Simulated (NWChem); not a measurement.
System: BNH₅ cation; SMILES B[NH3+]

```xyz
7

B     -0.0012    -0.9277    -0.0148
N     -0.0019     0.6232    -0.0122
H     -1.0826    -1.4527     0.0052
H      1.0841    -1.4451     0.0041
H      0.0549     0.9381     0.9825
H     -0.8662     1.0517    -0.3964
H      0.8238     1.0438    -0.4819
```
Atoms are numbered in this order, from 1.

All runs: NWChem. Pople sets run with spherical d functions. The geometry was optimised at PBE-D3(BJ)/def2-SVP. B3LYP is NWChem's, with the RPA form of VWN correlation. Atomic charges in e: unrestrained fits to the electrostatic potential beside Mulliken populations; buried atoms are poorly determined by the fit.

For level Hartree-Fock/6-31G*:

| Item | Result |
|---|---|
| ESP B1 | 0.61 |
| Mulliken B1 | 0.35 |
| ESP N2 | -0.43 |
| Mulliken N2 | -1.00 |

Estimate the same quantities for level B3LYP/def2-SVP.

The ESP B1 is 0.49 and the Mulliken B1 comes out as 0.12. The ESP N2 is -0.30. The Mulliken N2 is 0.01.
